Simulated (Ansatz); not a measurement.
`[F][GaH][SiH3]` + `O[CH2][ZnH]` → `[SiH3]O[CH2][ZnH]` + `[F][GaH2]` at 500 K and 1 bar (cleavage of the Si–Ga bond).

Isolated molecules relaxed with PBE0-D4/def2-TZVP in Ansatz; ΔE leaves out vibrations. CBS: MP2 limit from def2 TZ/QZ plus the TZ coupled-cluster correction, frozen cores. For Ga, Zn outer-core shells are correlated without core-valence functions, which leaves a few kJ/mol of doubt a bond. Scalar relativity is left out up to krypton. One conformer a species, not always the lowest.

```json
{"species": "`[F][GaH][SiH3]`", "CCSD(T)/CBS energy (Eh)": "-2315.24439", "H − E (kJ/mol)": "125.1", "S (J/(mol·K))": "387.3"}
{"species": "`O[CH2][ZnH]`", "CCSD(T)/CBS energy (Eh)": "-1893.96502", "H − E (kJ/mol)": "155.5", "S (J/(mol·K))": "338.3"}
{"species": "`[SiH3]O[CH2][ZnH]`", "CCSD(T)/CBS energy (Eh)": "-2184.28160", "H − E (kJ/mol)": "209.2", "S (J/(mol·K))": "415.5"}
{"species": "`[F][GaH2]`", "CCSD(T)/CBS energy (Eh)": "-2024.95631", "H − E (kJ/mol)": "62.1", "S (J/(mol·K))": "281.4"}
```

H − E and S are ideal-gas, rigid-rotor, harmonic terms from PBE0-D4/def2-TZVP, for one conformer and one mirror image of each species. 1 Eh = 2625.50 kJ/mol, R = 8.31446 J/(mol·K).

Q: By hand: ΔE, ΔH, ΔS and ΔG.

A: ΔE = (-2184.28160) + (-2024.95631) − (-2315.24439) − (-1893.96502) = -0.02850 Eh = -74.8 kJ/mol. Δ(H − E) = 209.2 + 62.1 − 125.1 − 155.5 = -9.3, so ΔH = -84.1 kJ/mol. ΔS = 415.5 + 281.4 − 387.3 − 338.3 = -28.7 J/(mol·K). ΔG = -84.1 − 500 × (-28.7)/1000 = -69.8 kJ/mol.

Q: By hand: the equilibrium constant, and the temperature at which ΔG would vanish if ΔH and ΔS stayed fixed.

A: log₁₀ K = −ΔG/(RT ln 10) = 7.3. ΔG = 0 at ΔH/ΔS = 2930 K, far beyond where these terms or the molecules hold.

ΔH outweighs TΔS. A doubt of 5 kJ/mol in ΔE shifts log₁₀ K by 0.5 here. Other conformers and mirror images would add mixing entropy, several J/(mol·K) or more a flexible species. Modes under 60 cm⁻¹, often nearly free rotors, make the harmonic entropy too high. These are equilibria of isolated gas molecules and say nothing of rates. Largest T1 diagnostic: 0.014 (customary marks: 0.02 for closed shells, 0.045 for open ones).
